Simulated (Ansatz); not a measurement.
This geometry of BCl2H + BrH (6 atoms, charge 0, multiplicity 1) is a first-order saddle point.

These are results of Ansatz 0.2.0, RKS PBE/def2-SVP, not measurements.

```xyz
6
Properties=species:S:1:pos:R:3
B 0.015 -0.241 0.071
H 0.012 0.193 1.307
Cl 1.551 0.180 -0.704
Cl -1.547 0.110 -0.687
Br 0.069 -2.451 0.731
H 0.037 -0.877 1.402
```

Question: Which two structures does it join? (They come from a converged band through this point; their orientation in space is the band's.)

Answer: Bonds broken: B1–H2, Br5–H6. Bonds formed: B1–Br5, H2–H6. BCl2H + BrH becomes BBrCl2 + H2.

Image 0:

```xyz
6
Properties=species:S:1:pos:R:3
B -0.006 0.457 -0.228
H -0.001 0.630 0.969
Cl 1.510 0.404 -1.099
Cl -1.529 0.328 -1.077
Br 0.088 -2.888 1.207
H 0.074 -2.016 2.347
```

Image 8:

```xyz
6
Properties=species:S:1:pos:R:3
B 0.020 -0.718 -0.750
H 0.016 0.354 2.494
Cl 1.514 0.170 -0.973
Cl -1.519 0.094 -0.951
Br 0.070 -2.579 -0.300
H 0.035 -0.407 2.599
```

Question: How far does it lie above each of them?

Answer: 0.65 eV above the first and 1.13 eV above the second. This is the barrier of this one path; another mechanism may lie lower. The orbitals stay closed-shell, which can raise the energy where a bond breaks towards radicals; this wasn't checked here.

Time of the run: 4 min on 2 threads of Arm Neoverse V2, on a shared host, peak memory 0.13 GiB.
